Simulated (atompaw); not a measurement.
**Pseudopotential generation for thulium: PAW (atompaw), PBE, scalar-relativistic.**

atompaw 4.2.0.5 input, output lines left out:

```
Tm 69
GGA-PBE scalarrelativistic loggrid 2001 logderivrange -6 5 276
6 6 5 4 0 0
6 1 0
5 2 1
4 3 12
0 0 0
c
c
c
c
v
v
c
c
c
v
v
c
c
v
c
2
3.00 2.35 2.80 2.20
n
n
y
4.55
n
custom rrkj gramschmidtortho sinc
bessel
2.20
3.00
1.55
2.25
3.00
3.00
```

Calculated quality:

* Cutoffs needed: 30 Ry and 55 Ry (the cutoffs (Ry, on a coarse ladder) from which the occupation-weighted sum of valence levels, in a spherical-Bessel basis at the reference potential, stays within 10 and 1 mRy of its value at 400 Ry)
* Ghost test: no extra level below or beside the all-electron valence levels (s, p, d, f tested) (spherical-Bessel basis up to 400 Ry, 20 bohr box)
* Lowest eigenvalue of the overlap operator: 0.10 (p channel)
* Overlap eigenvalues printed by atompaw (projector basis): 0.0435, 0.169, 0.399, 8.14, 8.77, 33.6
* Share of each valence orbital outside the PAW sphere: 5s 0 %, 6s 68 %, 5p 1 %, 6p 91 %, 5d 37 %

Generation and tests took about 29 s on one core of a shared server CPU.
